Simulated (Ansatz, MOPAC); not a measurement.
Complex: HCl (SMILES Cl) (first 2 atoms) with ClH3Si (SMILES [SiH3]Cl); geometry from B3LYP-D3(BJ)/def2-TZVP, rigid monomers moved along the line of their centres of mass till H2···Cl4 is 2.22 Å.
(charge 0, multiplicity 1):
```xyz
7

Cl     0.1814     0.4272    -0.0816
H     -0.0892    -0.4557     0.8177
Si     0.0664     0.6924     3.5827
Cl    -0.3848    -1.2169     2.8853
H     -0.0283     0.6530     5.0539
H     -0.9184     1.6274     3.0116
H      1.4347     1.0218     3.1471
```

Counterpoise-corrected where a basis set is named; no monomer relaxation.

Cores are frozen in the correlated methods. CBS(a, b) extrapolates the correlation energy as X⁻³ and adds the Hartree–Fock energy of set b. The state reached by PM6 isn't checked.

Programs: Ansatz (Gaussian orbitals); MOPAC for PM6 (differences of heats of formation). 

Estimate the interaction energy that PM6 returns for this input.

5 kJ/mol

Estimate the interaction energy that MP2/CBS(aug-cc-pV(D+d)Z, aug-cc-pV(T+d)Z) + ΔCCSD(T)/aug-cc-pV(D+d)Z returns for this input.

-7 kJ/mol

Give the interaction energy at the level HF/aug-cc-pV(T+d)Z.

10 kJ/mol

Ansatz is a first-principles code.
